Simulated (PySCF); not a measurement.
This PySCF input asks for the NMR shieldings of `C#CCS[SiH2]SC`, C$_{4}$H$_{8}$S$_{2}$Si; the geometry comes from GFN2-xTB.

```python
import basis_set_exchange as bse
import numpy as np
from pyscf import gto, dft
from pyscf.prop import nmr

atoms = """
C    -2.256621    1.627104    0.504957
C    -2.299995    0.476635    0.175197
C    -2.287423   -0.919661   -0.160062
S    -1.334915   -1.907029    1.077478
Si    0.601583   -1.033549    0.902823
S     1.001124   -0.613763   -1.158729
C     2.690802    0.024307   -0.984821
H    -2.248615    2.643955    0.761104
H    -3.294304   -1.336725   -0.141367
H    -1.828994   -1.084975   -1.136057
H     1.523820   -2.042379    1.393934
H     0.683601    0.221748    1.638138
H     3.335982   -0.755064   -0.592601
H     3.019171    0.315828   -1.976779
H     2.690372    0.885902   -0.325127
"""
names = dict.fromkeys(["C", "S", "Si", "H"], "pcSseg-1")
basis = {el: gto.basis.parse(bse.get_basis(n, elements=[el], fmt="nwchem")) for el, n in names.items()}
mol = gto.M(atom=atoms, basis=basis, charge=0, verbose=0)
mf = dft.RKS(mol, xc="PBE0")
mf.grids.level = 2
mf.grids.alignment = dft.numint.BLKSIZE   # the property module wants whole blocks of grid points
mf.conv_tol = 1e-9
mf.kernel()

calc = nmr.RKS(mf)   # GIAO
C = mf.mo_coeff
Co = C[:, mf.mo_occ > 0]
resp = mf.gen_response(singlet=True, hermi=2)
def vind(x):   # induced exchange potential for any number of trial vectors
    d = np.einsum("pi,xij,qj->xpq", C, 2 * x.reshape(-1, C.shape[1], Co.shape[1]), Co, optimize=True)
    return np.einsum("xpq,pi,qj->xij", resp(d - d.transpose(0, 2, 1)), C, Co, optimize=True).ravel()
mo1, _ = nmr.rhf.solve_mo1(calc, with_cphf=vind)
sigma = calc.kernel(mo1)
for i, s in enumerate(sigma):   # ppm
    w = np.linalg.eigvalsh((s + s.T) / 2)
    print("%2d %-2s iso %8.1f  s11 %8.1f  s22 %8.1f  s33 %8.1f" % (i, mol.atom_pure_symbol(i), w.mean(), *w))
```

Task: Give the expected output.

Result: 
```
 0 C  iso    105.2  s11     35.3  s22     44.4  s33    235.8
 1 C  iso    103.0  s11     -0.5  s22     12.1  s33    297.4
 2 C  iso    166.8  s11    153.0  s22    169.4  s33    178.1
 3 S  iso    616.7  s11    480.0  s22    541.2  s33    829.0
 4 Si iso    360.3  s11    311.9  s22    348.6  s33    420.2
 5 S  iso    717.7  s11    598.7  s22    664.2  s33    890.3
 6 C  iso    174.7  s11    163.8  s22    168.3  s33    192.0
 7 H  iso     29.8  s11     24.5  s22     25.3  s33     39.5
 8 H  iso     28.5  s11     21.9  s22     26.9  s33     36.8
 9 H  iso     28.2  s11     23.5  s22     27.6  s33     33.4
10 H  iso     26.6  s11     22.6  s22     24.8  s33     32.5
11 H  iso     26.2  s11     22.5  s22     24.8  s33     31.1
12 H  iso     29.7  s11     23.6  s22     27.5  s33     37.9
13 H  iso     29.5  s11     23.5  s22     26.5  s33     38.4
14 H  iso     29.8  s11     23.8  s22     28.0  s33     37.6
```

These numbers come from an equivalent density-fitted implementation of the same equations, which agrees with the script to about 0.01 ppm for H and up to a few tenths of a ppm for heavy atoms, so last digits may differ.

Task: Turn these shieldings into chemical shifts. Referencing at the same level of theory: $^{13}$C (σref 186.93) and $^{29}$Si (σref 349.16) and $^{1}$H (σref 31.72) against TMS; $^{33}$S (σref 503.73) vs CS2.

Result: Averaging equivalent atoms: C 1: 83.9; C 0: 81.7; C 2: 20.1; C 6: 12.2; S 3: -113; S 5: -214; Si 4: -11.1; H 10/11: 5.33; H 8/9: 3.35; H 12/13/14: 2.05; H 7: 1.94 ppm. 

Size and cost of the density-fitted run: 180 basis functions, 47 s wall time on 1 thread of an Arm Neoverse N1, shared host; peak memory 0.82 GiB.
